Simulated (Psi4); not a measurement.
methane (CH$_{4}$), singlet, at a GFN2-xTB geometry; MP2/def2-TZVP in Psi4.

Psi4 was given this input:
```
memory 2 GB

molecule {
0 1
  C     0.00000000    0.00000000    0.00000000
  H     0.63659729    0.62709564    0.61038865
  H    -0.62802620   -0.60691709    0.63899460
  H     0.61285682   -0.64240181   -0.61871302
  H    -0.62142791    0.62222325   -0.63067023
}

set basis def2-tzvp
set freeze_core true

energy('mp2')
print_variables()
```

Output, abridged:

```
    SCF Algorithm Type (re)set to DF.

   => Loading Basis Set <=

    Name: DEF2-TZVP
    Role: ORBITAL
    Keyword: BASIS

         ---------------------------------------------------------
                                   SCF
               by Justin Turney, Rob Parrish, Andy Simmonett
                          and Daniel G. A. Smith
                              RHF Reference
         ---------------------------------------------------------

  ==> Geometry <==

    Molecular point group: c1
    Full point group: Td

    Geometry (in Angstrom), charge = 0, multiplicity = 1:

       Center              X                  Y                   Z               Mass
    ------------   -----------------  -----------------  -----------------  -----------------
         C            0.000000000000     0.000000000629    -0.000000000000    12.000000000000
         H            0.636597290000     0.627095640629     0.610388650000     1.007825032230
         H           -0.628026200000    -0.606917089371     0.638994600000     1.007825032230
         H            0.612856820000    -0.642401809371    -0.618713020000     1.007825032230
         H           -0.621427910000     0.622223250629    -0.630670230000     1.007825032230

  Running in c1 symmetry.

  Rotational constants: A =      5.35619  B =      5.35619  C =      5.35619 [cm^-1]
  Rotational constants: A = 160574.65597  B = 160574.65527  C = 160574.65521 [MHz]
  Nuclear repulsion =   13.532672997354410

  Charge       = 0
  Multiplicity = 1
  Electrons    = 10
  Nalpha       = 5
  Nbeta        = 5

  ==> Algorithm <==

  SCF Algorithm Type is DF.
  DIIS enabled.
  MOM disabled.
  Fractional occupation disabled.
  Guess Type is SAD.
  Energy threshold   = 1.00e-08
  Density threshold  = 1.00e-08
  Integral threshold = 1.00e-12

  ==> Primary Basis <==

  Basis Set: DEF2-TZVP
    Blend: DEF2-TZVP
    Number of shells: 27
    Number of basis functions: 55
    Number of Cartesian functions: 60
    Spherical Harmonics?: true
    Max angular momentum: 3

   => Loading Basis Set <=

    Name: (DEF2-TZVP AUX)
    Role: JKFIT
    Keyword: DF_BASIS_SCF

  ==> Integral Setup <==

  SCF_SUBTYPE=INCORE selected. In-core MEM_DF algorithm will be used.
  Using in-core AOs.

  ==> MemDFJK: Density-Fitted J/K Matrices <==

    J tasked:                   Yes
    K tasked:                   Yes
    wK tasked:                   No
    Algorithm:                 Core
    Schwarz Cutoff:           1E-12
    Mask sparsity (%):       0.0000
    Fitting Condition:        1E-10

   => Auxiliary Basis Set <=

  Basis Set: (DEF2-TZVP AUX)
    Blend: DEF2-UNIVERSAL-JKFIT
    Number of shells: 49
    Number of basis functions: 147
    Number of Cartesian functions: 169
    Spherical Harmonics?: true
    Max angular momentum: 4

  Minimum eigenvalue in the overlap matrix is 1.4034819404E-03.
  Reciprocal condition number of the overlap matrix is 2.0865195171E-04.
    Using symmetric orthogonalization.

  ==> Pre-Iterations <==

  SCF Guess: Superposition of Atomic Densities via on-the-fly atomic UHF (no occupation information).

   -------------------------
    Irrep   Nso     Nmo
   -------------------------
     A         55      55
   -------------------------
    Total      55      55
   -------------------------

  ==> Iterations <==

                           Total Energy        Delta E     RMS |[F,P]|

   @DF-RHF iter SAD:   -39.67206654233982   -3.96721e+01   0.00000e+00
   @DF-RHF iter   1:   -40.14675006021756   -4.74684e-01   6.21690e-03 DIIS/ADIIS
   @DF-RHF iter   2:   -40.20267302466776   -5.59230e-02   2.55919e-03 DIIS/ADIIS
   @DF-RHF iter   3:   -40.21241981739099   -9.74679e-03   4.18178e-04 DIIS/ADIIS
   @DF-RHF iter   4:   -40.21310902678732   -6.89209e-04   5.15734e-05 DIIS
   @DF-RHF iter   5:   -40.21311865770571   -9.63092e-06   4.17654e-06 DIIS
   @DF-RHF iter   6:   -40.21311873084043   -7.31347e-08   3.12377e-07 DIIS
   @DF-RHF iter   7:   -40.21311873117234   -3.31916e-10   2.58180e-08 DIIS
   @DF-RHF iter   8:   -40.21311873117394   -1.59872e-12   1.84470e-09 DIIS
  Energy and wave function converged.

  ==> Post-Iterations <==

    Orbital Energies [Eh]
    ---------------------

    Doubly Occupied:

       1A    -11.202845     2A     -0.945568     3A     -0.546858
       4A     -0.546858     5A     -0.546858

    Virtual:

       6A      0.150056     7A      0.238111     8A      0.238111
       9A      0.238111    10A      0.313265    11A      0.313265
      12A      0.313265    13A      0.507063    14A      0.664097
      15A      0.664097    16A      0.664097    17A      0.735950
      18A      0.786788    19A      0.786788    20A      1.123316
      21A      1.123316    22A      1.123316    23A      1.721050
      24A      1.774423    25A      1.774423    26A      1.774423
      27A      1.813835    28A      1.813835    29A      1.813835
      30A      2.261406    31A      2.287290    32A      2.287290
      33A      2.287290    34A      2.565218    35A      2.565218
      36A      2.565218    37A      2.690135    38A      2.690135
      39A      2.894527    40A      2.894527    41A      2.894527
      42A      3.327228    43A      3.344154    44A      3.344154
      45A      3.704438    46A      3.704438    47A      3.704438
      48A      3.846292    49A      3.846292    50A      3.846292
      51A      4.606043    52A      4.606043    53A      4.606043
      54A      4.857995    55A     23.339670

    Final Occupation by Irrep:
              A
    DOCC [     5 ]
    NA   [     5 ]
    NB   [     5 ]

  @DF-RHF Final Energy:   -40.21311873117394

   => Energetics <=

    Nuclear Repulsion Energy =             13.5326729973544104
    One-Electron Energy =                 -79.9136099679389247
    Two-Electron Energy =                  26.1678182394105718
    Total Energy =                        -40.2131187311739424

Computation Completed

Properties will be evaluated at   0.000000,   0.000000,   0.000000 [a0]

Properties computed using the SCF density matrix

 Multipole Moments:

 ------------------------------------------------------------------------------------
     Multipole            Electronic (a.u.)      Nuclear  (a.u.)        Total (a.u.)
 ------------------------------------------------------------------------------------

 L = 1.  Multiply by 2.5417464519 to convert [e a0] to [Debye]
 Dipole X            :         -0.0000000            0.0000000           -0.0000000
 Dipole Y            :          0.0000000           -0.0000000            0.0000000
 Dipole Z            :          0.0000000            0.0000000            0.0000000
 Magnitude           :                                                    0.0000000

 ------------------------------------------------------------------------------------

  //>>>>>>>>>>>>>>>>>>>>>>>>>>>>>>>>>>>//
  //               DFMP2               //
  //<<<<<<<<<<<<<<<<<<<<<<<<<<<<<<<<<<<//

   => Loading Basis Set <=

    Name: (DEF2-TZVP AUX)
    Role: RIFIT
    Keyword: DF_BASIS_MP2

	 --------------------------------------------------------
	                          DF-MP2
	      2nd-Order Density-Fitted Moller-Plesset Theory

	        Rob Parrish, Justin Turney, Andy Simmonett,
	           Ed Hohenstein, and C. David Sherrill
	 --------------------------------------------------------

   => Auxiliary Basis Set <=

  Basis Set: (DEF2-TZVP AUX)
    Blend: DEF2-TZVP-RI
    Number of shells: 50
    Number of basis functions: 136
    Number of Cartesian functions: 159
    Spherical Harmonics?: true
    Max angular momentum: 4

	 --------------------------------------------------------
	                 NBF =    55, NAUX =   136
	 --------------------------------------------------------
	   CLASS    FOCC     OCC    AOCC    AVIR     VIR    FVIR
	   PAIRS       1       5       4      50      50       0
	 --------------------------------------------------------

	-----------------------------------------------------------
	 ==================> DF-MP2 Energies <====================
	-----------------------------------------------------------
	 Reference Energy          =     -40.2131187311739424 [Eh]
	 Singles Energy            =      -0.0000000000000000 [Eh]
	 Same-Spin Energy          =      -0.0354246619656345 [Eh]
	 Opposite-Spin Energy      =      -0.1516391649966043 [Eh]
	 Correlation Energy        =      -0.1870638269622388 [Eh]
	 Total Energy              =     -40.4001825581361800 [Eh]
	-----------------------------------------------------------
	 ================> DF-SCS-MP2 Energies <==================
	-----------------------------------------------------------
	 SCS Same-Spin Scale       =       0.3333333333333333 [-]
	 SCS Opposite-Spin Scale   =       1.2000000000000000 [-]
	 SCS Same-Spin Energy      =      -0.0118082206552115 [Eh]
	 SCS Opposite-Spin Energy  =      -0.1819669979959252 [Eh]
	 SCS Correlation Energy    =      -0.1937752186511367 [Eh]
	 SCS Total Energy          =     -40.4068939498250757 [Eh]
	-----------------------------------------------------------

  Variable Map:
  ----------------------------------------------------------------------------
  "CURRENT CORRELATION ENERGY"           =>      -0.187063826962
  "CURRENT ENERGY"                       =>     -40.400182558136
  "CURRENT REFERENCE ENERGY"             =>     -40.213118731174
  "CUSTOM SCS-MP2 CORRELATION ENERGY"    =>      -0.193775218651
  "CUSTOM SCS-MP2 TOTAL ENERGY"          =>     -40.406893949825
  "DD SOLVATION ENERGY"                  =>       0.000000000000
  "HF KINETIC ENERGY"                    =>      40.204686533707
  "HF POTENTIAL ENERGY"                  =>     -80.417805264881
  "HF TOTAL ENERGY"                      =>     -40.213118731174
  "HF VIRIAL RATIO"                      =>       2.000209731705
  "MP2 CORRELATION ENERGY"               =>      -0.187063826962
  "MP2 DOUBLES ENERGY"                   =>      -0.187063826962
  "MP2 OPPOSITE-SPIN CORRELATION ENERGY" =>      -0.151639164997
  "MP2 SAME-SPIN CORRELATION ENERGY"     =>      -0.035424661966
  "MP2 SINGLES ENERGY"                   =>      -0.000000000000
  "MP2 TOTAL ENERGY"                     =>     -40.400182558136
  "NUCLEAR REPULSION ENERGY"             =>      13.532672997354
  "ONE-ELECTRON ENERGY"                  =>     -79.913609967939
  "PCM POLARIZATION ENERGY"              =>       0.000000000000
  "PE ENERGY"                            =>       0.000000000000
  "SCF ITERATION ENERGY"                 =>     -40.213118731174
  "SCF ITERATIONS"                       =>       8.000000000000
  "SCF TOTAL ENERGY"                     =>     -40.213118731174
  "SCS-MP2 CORRELATION ENERGY"           =>      -0.193775218651
  "SCS-MP2 TOTAL ENERGY"                 =>     -40.406893949825
  "TWO-ELECTRON ENERGY"                  =>      26.167818239411

  Array Variable Map:
  ----------------------------------------------------------------------------
  "CURRENT DIPOLE"                       =>      -0.000000000422 ... 0.000000001331 1 by 3
  "SCF DIPOLE"                           =>      -0.000000000422 ... 0.000000001331 1 by 3
  "SCF TOTAL ENERGIES"                   =>     -39.672066542340 ... -40.213118731174 1 by 9
```
